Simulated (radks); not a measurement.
The numbers below are computed, except where a source is named.
The cobalt ion Co3+, configuration [Ar] 3d6. Code: a radial shooting solver on a logarithmic mesh with Libxc functionals. Model: Dirac Kohn-Sham, PBE, spin-unpolarised, spherical densities, finite nucleus; open shells are shared between the two j in proportion to 2j + 1; Fermi nuclear charge, rms radius 3.7875 fm.

Normalised radial functions P(r) = r R(r) (large component), r in bohr:

r	2p1/2	2p3/2	3p1/2
0.003006	0.0075	0.0052	0.0028
0.003821	0.0112	0.0083	0.0042
0.004858	0.0169	0.0133	0.0064
0.006176	0.0257	0.0210	0.0097
0.007851	0.0391	0.0331	0.0148
0.009981	0.0596	0.0519	0.0226
0.01259	0.0892	0.0795	0.0338
0.016	0.1348	0.1225	0.0510
0.02034	0.2020	0.1866	0.0764
0.02586	0.2989	0.2798	0.1128
0.03287	0.4348	0.4118	0.1637
0.04179	0.6189	0.5918	0.2319
0.05312	0.8563	0.8257	0.3185
0.06753	1.1432	1.1105	0.4198
0.08585	1.4593	1.4271	0.5240
0.1091	1.7620	1.7340	0.6075
0.1387	1.9858	1.9660	0.6333
0.1764	2.0547	2.0466	0.5563
0.2242	1.9137	1.9183	0.3392
0.285	1.5664	1.5809	-0.0216
0.3624	1.0942	1.1127	-0.4719
0.4606	0.6302	0.6465	-0.8984
0.5809	0.2955	0.3062	-1.1602
0.7385	0.1014	0.1064	-1.1877
0.9388	0.0244	0.0260	-0.9857
1.193	0.0038	0.0041	-0.6659
1.517	0.0003	0.0004	-0.3601
1.929	0.0000	0.0000	-0.1504
2.452	0.0000	0.0000	-0.0459
3.117	0.0000	0.0000	-0.0094

2p1/2: eigenvalue -818.90 eV, 0 radial nodes, <r> = 0.223 bohr, 90 % of the charge inside 0.365 bohr. 2p3/2: eigenvalue -804.08 eV, 0 radial nodes, <r> = 0.226 bohr, 90 % of the charge inside 0.370 bohr. 3p1/2: eigenvalue -105.01 eV, 1 radial node at r = 0.282 bohr, <r> = 0.799 bohr, 90 % of the charge inside 1.23 bohr.
